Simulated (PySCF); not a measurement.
Calculated properties of `C=C(C)n1cccc1`

Species: C7H9N.
Cartesian coordinates in Å at the PBE0-D3(BJ)/def2-SVP level; atoms count from 1:
```
atom  x, y, z in Å
C1    -1.5889   -0.1764   -1.6378
C2    -1.1168   -0.1348   -0.3840
C3    -2.0274   -0.1575    0.8050
N4     0.2615   -0.0673   -0.0942
C5     0.8138   -0.0539    1.1714
C6     2.1797    0.0149    1.0545
C7     2.4796    0.0462   -0.3378
C8     1.2863   -0.0052   -1.0138
H9    -0.9463   -0.1664   -2.5178
H10   -2.6647   -0.2244   -1.8043
H11   -1.8989    0.7419    1.4274
H12   -1.8336   -1.0338    1.4433
H13   -3.0720   -0.2000    0.4750
H14    0.1929   -0.0968    2.0602
H15    2.8872    0.0401    1.8804
H16    3.4651    0.1017   -0.7956
H17    1.0883    0.0009   -2.0808
```

Structural features include: C=C double bond and pyrrole-type ring nitrogen.

From PBE0-D3(BJ)/def2-SVP geometry optimisation, gas phase (PySCF):

```
Rotational constants A, B, C : 4.675, 1.672, 1.241 GHz
```

**CAM-B3LYP/def2-SVPD ground state, ΔSCF and vertical TDDFT (core frozen in the response) (PySCF)**

```
Dipole moment                                                     : 1.37 D
HOMO energy                                                       : -7.49 eV
LUMO energy                                                       : 0.56 eV
HOMO–LUMO gap                                                     : 8.05 eV
Lowest singlet excitation                                         : 5.20 eV (238 nm, f = 0.089)
Strongest line among the 10 lowest singlet transitions            : S2 at 5.52 eV (224 nm, f = 0.302)
Lowest triplet excitation (Tamm–Dancoff)                          : 3.65 eV
Static isotropic polarisability                                   : 91.0 au
Vertical ionisation energy                                        : 8.18 eV
Electronic spatial extent ⟨r²⟩ about the centre of nuclear charge : 972 bohr²
```

**PBE/pcSseg-1 ground state and GIAO shieldings, non-relativistic (PySCF)**

```
13C chemical shifts (computed TMS as zero) by class         : 143.4 (C2), 116.5 (C5/C8), 114.2 (C6/C7), 95.9 (C1), 22.6 (C3) ppm
1H chemical shifts (computed TMS as zero) by class          : 6.84 (H14/H17), 6.20 (H15/H16), 5.09 (H9), 4.51 (H10), 2.13 (H11/H12/H13) ppm
Isotropic shieldings of nuclei other than C and H, by class : 47 (N4) ppm
```

**B3LYP/pcJ-1 indirect spin-spin coupling, non-relativistic, gas phase; spin–dipole term left out for some pairs (PySCF)**

```
Largest of the computed one-bond spin–spin couplings (means over like bonds) : 13C–1H +194.7 (C5–H14 and 1 like it), 13C–1H +180.4 (C6–H15 and 1 like it), 13C–1H +173.8 (C1–H10), 13C–1H +166.9 (C1–H9), 13C–1H +134.9 (C3–H11 and 2 like it), 13C–13C +87.9 (C1–C2), 13C–13C +75.1 (C5–C6 and 1 like it), 13C–13C +56.2 (C6–C7) Hz
```

Monoisotopic mass (most abundant isotopes): 107.0735 u.

The polarisability is 13.48 Å³ as a volume (1 au = 0.148185 Å³), or 1.57 au for each of the 58 electrons. No computed singlet falls in the visible range (750 to 380 nm, 1.65 to 3.26 eV); S1 lies 1.94 eV above its blue end. The principal polarisabilities are 57.5, 94.2 and 121.2 au; their mean is the isotropic value. The 10 singlets span 5.20 to 7.34 eV, and their oscillator strengths add up to 0.63. With B = h/(8π²I), that is 505.379 GHz u Å² over I, the principal moments of inertia are 108.1, 302.3 and 407.2 u Å² (most abundant isotopes).

 NMR classes are plain means over equivalent atoms (diastereotopic ones count apart unless rotation or inversion swaps them), as if these changed places fast; in this geometry the members of some classes differ.

For the NMR shielding job (PBE/pcSseg-1), hardware: an Arm Neoverse V1 with one thread (shared host). Cost: 37 s of wall time.

One conformer stands for the species.
